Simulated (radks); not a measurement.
Question: Isoelectronic series with 39 electrons, all held in the configuration [Kr] 4d1 5s2, which need not be the ground one along the series. Method: scalar-relativistic Kohn-Sham, PBE, spin-unpolarised, spherical densities, point nucleus; computed with a radial shooting solver on a logarithmic mesh with Libxc functionals. Total energies (hartree) and mean radii <r> (bohr) (* marks an orbital that is empty in some or all of the ions):

ion,E (hartree),5p*,5s,4d,4p
Mo3+,-4046.24009,2.938,2.570,1.511,1.186
Rh6+,-4773.11592,2.195,2.001,1.166,1.005
Cd9+,-5566.48661,1.789,1.664,0.9678,0.8752
Sb12+,-6427.27287,1.522,1.434,0.8340,0.7767
Xe15+,-7356.56469,1.331,1.263,0.7355,0.6989
La18+,-8355.6038,1.185,1.130,0.6593,0.6356
Eu24+,-10568.6580,0.9742,0.9356,0.5479,0.5385
Dy27+,-11785.9531,0.8954,0.8613,0.5056,0.5002

Estimate the row of Nd21+.

Answer: E (hartree) -9425.7838; 5p* 1.069; 5s 1.024; 4d 0.5982; 4p 0.5830.
